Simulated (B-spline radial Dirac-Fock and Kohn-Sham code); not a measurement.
## The P-like isoelectronic sequence (15 electrons), Z = 36 to 47

Method: Dirac-Fock ΔSCF + Breit + QED. Computed with a radial B-spline solver. Binding energies in eV, tabulated ground configurations ([Ne] 3s2 3p3 throughout). Electron correlation is not included.

```
  ion      2s   2p3/2      3s  outermost level  NIST ionisation energy
Kr²¹⁺  2824.3  2577.1  1006.1       937.3 (3p)                 945 ± 3
Rb²²⁺  3029.8  2768.6  1088.3      1015.8 (3p)                1024 ± 4
Sr²³⁺  3242.9  2967.1  1173.7      1097.4 (3p)                1105 ± 4
Zr²⁵⁺  3692.2  3384.5  1354.4      1270.1 (3p)                1277 ± 5
Nb²⁶⁺  3928.4  3603.6  1449.8      1361.1 (3p)                1368 ± 5
Mo²⁷⁺       ?       ?       ?                ?                       ?
Tc²⁸⁺  4424.4  4062.3  1650.5      1552.8 (3p)                1559 ± 6
Ru²⁹⁺  4684.3  4302.0  1756.0      1653.4 (3p)                1659 ± 6
Rh³⁰⁺  4952.2  4548.6  1864.8      1757.2 (3p)                1763 ± 7
Pd³¹⁺  5228.3  4802.2  1977.1      1864.2 (3p)                1869 ± 7
Ag³²⁺  5512.4  5062.6  2092.8      1974.4 (3p)                1979 ± 8
```

Question: Fill in the row of Mo²⁷⁺.

Answer: 2s 4172.4, 2p3/2 3829.5, 3s 1548.5, outermost 1455.3 (3p), NIST 1462 ± 6 eV.

NIST's values are for the lowest levels; a dash marks a value that is missing or belongs to another shell. Their kind here: semi-empirical. Where a p, d or f shell is open in either ion the computed value averages over both j values and all terms, while the table refers to the lowest levels; that difference holds spin-orbit splitting (largest in heavy or highly charged ions), term energies where several electrons share open shells, and correlation, and it can reach 10 % or more.
